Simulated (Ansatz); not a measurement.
Ansatz (an electronic-structure program) input file for C4H7BO, SMILES C#CCB(C)O, PBE/def2-SVPD. Coordinates come from a B3LYP-D3(BJ)/def2-SVP optimisation. This is a generated structure with no PubChem entry under its InChIKey; it may be hypothetical. Other conformers were not sampled.

Ansatz 0.2 input:
```yaml
crystal:
  periodic: [false, false, false]
  atoms:
    - {symbol: C, position_ang: [2.55934894, 0.72746412, 0.22385690]}
    - {symbol: C, position_ang: [1.66310428, -0.03734246, -0.06922557]}
    - {symbol: C, position_ang: [0.49058582, -0.84339501, -0.37412997]}
    - {symbol: B, position_ang: [-0.88614482, -0.09064868, -0.01941096]}
    - {symbol: C, position_ang: [-2.27034692, -0.80992243, -0.22087099]}
    - {symbol: O, position_ang: [-0.85330472, 1.16745607, 0.47083964]}
    - {symbol: H, position_ang: [3.38858607, 1.36451946, 0.46649097]}
    - {symbol: H, position_ang: [0.47217289, -1.11674014, -1.44552622]}
    - {symbol: H, position_ang: [0.52102051, -1.80472260, 0.17099095]}
    - {symbol: H, position_ang: [-3.12435687, -0.13022165, -0.08292995]}
    - {symbol: H, position_ang: [-2.34559493, -1.28099734, -1.21582744]}
    - {symbol: H, position_ang: [-2.36910954, -1.63268616, 0.51097902]}
    - {symbol: H, position_ang: [0.05829099, 1.49361796, 0.56837834]}
basis:
  gaussian:
    orbitals: def2-SVPD
hamiltonian:
  xc: {name: PBE}
```

Output:

```
WARN ansatz: RAYON_NUM_THREADS=2 ignored (pool sized by the plan → 2); use --threads N
Functional definition: PBE
integrals: 0.11 GiB planned
1468 factors; their error is unknown
mean field: 0.78 GiB planned
mean field evaluation 1: about -6955.6880 eV, gradient 8.4e1 eV
mean field evaluation 2: about -6928.7779 eV, gradient 1.4e2 eV
mean field evaluation 4: about -6971.5537 eV, gradient 1.0e1 eV
mean field evaluation 8: about -6971.8043 eV, gradient 9.1e-2 eV
mean field evaluation 16: about -6971.7380 eV, gradient 1.8e-4 eV
mean field -6971.73801635 eV, -256.2066464871 hartree, gradient 3.7e-5 eV, S^2 0.000000; 0 other end points of the search recorded, 0 dependent functions left out
reference -6971.73807196 eV, -256.2066485308 hartree; 22, 22 occupied and 157, 157 virtual orbitals, 1468 factors
Total energy: -6971.73807196 eV, -256.2066485308 hartree
```

The calculation finished and met its thresholds.

Cost: about 4 core-seconds (a rough figure).
